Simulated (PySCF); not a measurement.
# How methods differ on the excitation energy of Br

Br [Ar] 3d10 4s2 4p5 (2P) → Br [Ar] 3d10 4s1 4p5 5s1 (4P), as a difference of total energies. Calculation: PySCF 2.14, in aug-cc-pVTZ-DK; scalar relativity by spin-free X2C-1e. Correlated levels: valence: [Ar] 3d10 frozen. The calculations carry no spin-orbit coupling.

```csv
method,excitation energy (eV)
UHF,21.657
LDA,20.918
PBE,20.726
PBE0,21.195
r2SCAN,21.169
B2PLYP,21.109
M06,21.416
BHandHLYP,21.690
wB97X,21.839
MP2 (valence),20.092
SCS-MP2 (valence),19.868
```

Task: How much does correlation contribute at MP2 (valence)?

Result: 20.092 − (21.657) = -1.565 eV, measured against UHF.

A first-order spin-orbit estimate (lowest level to lowest level, LS coupling) adds -0.028 eV.

The upper state lies above the first ionisation limit, where it may autoionise and the basis confines it. A Rydberg-like electron needs more diffuse functions than a valence basis has.

The promoted electron is Rydberg-like, and one or two diffuse shells describe it only roughly, which tends to raise the upper state.
